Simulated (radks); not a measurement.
Problem. Valence configurations of neutral technetium (all share [Kr]). Method: Dirac Kohn-Sham, LDA (Slater exchange, Perdew-Wang correlation), spin-unpolarised, spherical densities, point nucleus; open shells fill j = l - 1/2 first; computed with a radial shooting solver on a logarithmic mesh with Libxc functionals. Order these by energy: 4d5 5s1 5p1; 4d6 5s1; 4d5 5s2; 4d4.5 5s2 5p0.5; 4d6 5p1; 4d7; 4d4.5 5s1.5 5p1; 4d5 5s1.5 5p0.5; 4d5 5p2; 4d4 5s2 5p1.

Solution. From the lowest, in eV above it: 4d6 5s1 0.000; 4d7 0.418; 4d5 5s2 0.714; 4d5 5s1.5 5p0.5 2.548; 4d6 5p1 3.321; 4d4.5 5s2 5p0.5 3.529; 4d5 5s1 5p1 4.429; 4d4.5 5s1.5 5p1 5.512; 4d4 5s2 5p1 6.991; 4d5 5p2 8.333. NIST lists [Kr] 4d5 5s2 as the ground configuration; this level of theory puts 4d6 5s1 lower, by 0.714 eV. The energies are those of spherical spin-averaged densities, not of single terms.
